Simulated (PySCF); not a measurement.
Compound: C2H8F3NSi2.
Numbering: `[F:1][C:2]([F:3])([F:4])[CH2:5][NH:6][SiH2:7][SiH3:8]` (hydrogens: H9, H10 on C5; H11 on N6; H12, H13 on Si7; H14, H15, H16 on Si8)

The same species was optimised twice, with GFN2-xTB and with PBE0-D3(BJ)/def2-SVP (PySCF), and the same property calculations (PySCF, gas phase) were run on both structures.

```tsv
coordinate	GFN2-xTB	PBE0-D3(BJ)/def2-SVP	change
Si7–Si8 (Å)	2.301	2.345	+0.044
C2–C5 (Å)	1.528	1.515	-0.013
N6–Si7 (Å)	1.735	1.747	+0.012
F1–C2 (Å)	1.343	1.335	-0.008
C2–F4 (Å)	1.343	1.337	-0.006
C5–N6 (Å)	1.427	1.432	+0.005
C2–F3 (Å)	1.339	1.337	-0.002
C5–N6–Si7 (°)	122.7	125.0	+2.3
F3–C2–C5 (°)	112.9	111.3	-1.6
N6–Si7–Si8 (°)	105.0	106.5	+1.5
F1–C2–F3 (°)	106.6	107.8	+1.2
F1–C2–F4 (°)	106.6	107.8	+1.2
F1–C2–C5 (°)	112.1	111.1	-1.0
C2–C5–N6 (°)	112.7	113.7	+1.0
F3–C2–F4 (°)	106.5	107.4	+0.9
F1–C2–C5–N6 (°)	-172	-178	-6
C2–C5–N6–Si7 (°)	-83	-85	-2
C5–N6–Si7–Si8 (°)	-172	-156	+16
```

Rotational constants: A = 3592, B = 563.4, C = 554.0 MHz (GFN2-xTB) against A = 3794, B = 536.4, C = 524.7 MHz (PBE0-D3(BJ)/def2-SVP). Point groups within 0.08 Å: C1 and C1.

On the GFN2-xTB structure: HOMO (eV) -7.41 [PBE0/pcSseg-1]; LUMO (eV) -0.35 [PBE0/pcSseg-1]; dipole (D) 1.59 [PBE0/pcSseg-1]; GIAO shielding of F1/F3/F4 (mean) (ppm) 261.2 [PBE0/pcSseg-1]; GIAO shielding of C2 (ppm) 51.3 [PBE0/pcSseg-1]; GIAO shielding of C5 (ppm) 132.8 [PBE0/pcSseg-1]; GIAO shielding of N6 (ppm) 255.2 [PBE0/pcSseg-1]; GIAO shielding of Si7 (ppm) 393.0 [PBE0/pcSseg-1]; GIAO shielding of Si8 (ppm) 470.5 [PBE0/pcSseg-1].

Q: What do these properties become on the PBE0-D3(BJ)/def2-SVP structure?

A: 
```
                                    property          level  on GFN2-xTB  on PBE0-D3(BJ)/def2-SVP  change
                                   HOMO (eV)  PBE0/pcSseg-1        -7.41                    -7.32   +0.09
                                   LUMO (eV)  PBE0/pcSseg-1        -0.35                    -0.14   +0.21
                                  dipole (D)  PBE0/pcSseg-1         1.59                     1.58   -0.01
energy, GFN2-xTB geometry as zero (kcal/mol)  PBE0/pcSseg-1          0.0                     -3.2    -3.2
     GIAO shielding of F1/F3/F4 (mean) (ppm)  PBE0/pcSseg-1        261.2                    268.1    +6.9
                  GIAO shielding of C2 (ppm)  PBE0/pcSseg-1         51.3                     53.6    +2.3
                  GIAO shielding of C5 (ppm)  PBE0/pcSseg-1        132.8                    132.7    -0.1
                  GIAO shielding of N6 (ppm)  PBE0/pcSseg-1        255.2                    255.4    +0.2
                 GIAO shielding of Si7 (ppm)  PBE0/pcSseg-1        393.0                    390.4    -2.6
                 GIAO shielding of Si8 (ppm)  PBE0/pcSseg-1        470.5                    460.8    -9.7
```

The heavy atoms differ by 0.169 Å rms after alignment. Among bonds between heavy atoms Si7–Si8 changes most (+0.044 Å). Changes are differences of the printed values. Neither structure is proved a minimum here.

The values belong to the conformer `[F:1][C:2]([F:3])([F:4])[CH2:5][NH:6][SiH2:7][SiH3:8]`: F1–C2–C5–N6 -178°, C2–C5–N6–Si7 -85°, C5–N6–Si7–Si8 -156°.
